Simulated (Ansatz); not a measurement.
CdO2⁺, relaxed as a doublet with UKS r2SCAN-D4/def2-TZVP in Ansatz, starting from the r2SCAN-D4/def2-TZVP geometry of the neutral singlet. Force threshold 0.02 eV/Å.

In the def2 sets Cd takes a core potential; there is no spin–orbit coupling. The structure holds 1 bond(s) between oxygen atoms. The relaxed charge 1 doublet is spin-contaminated (final ⟨S²⟩ up to 1.56, 0.75 for a pure state). The structure comes from a short search, and lower isomers may exist.

Start:

Cartesian coordinates in Å:
```
Cd 1.276 -1.268 0.026
O -0.966 0.923 -0.467
O -0.310 0.345 0.440
```

**Question.** Estimate the energy that the relaxation releases and the steps that it takes.

**Answer.** 3.1 kcal/mol, in 5 steps; 13 s on 4 threads of Arm Neoverse V1 on a shared host. No frequencies were taken in this run, so the end may be a saddle point.

**Question.** Does the start keep its bonding and symmetry?

**Answer.** By distances, no bond broke or formed. The bond that changes most is Cd1–O3, from 2.30 to 2.51 Å (atoms count from 1). Point group Cs at the start, Cs at the end, both within 0.05 Å.

**Question.** Predict the relaxed structure.

**Answer.** 
```
atom   x (Å)   y (Å)   z (Å)
 Cd1   1.374  -1.365   0.031
  O2  -1.003   0.962  -0.444
  O3  -0.371   0.403   0.412
```
Bond lengths: 1 × Cd–O 2.51 Å; 1 × O–O 1.20 Å.
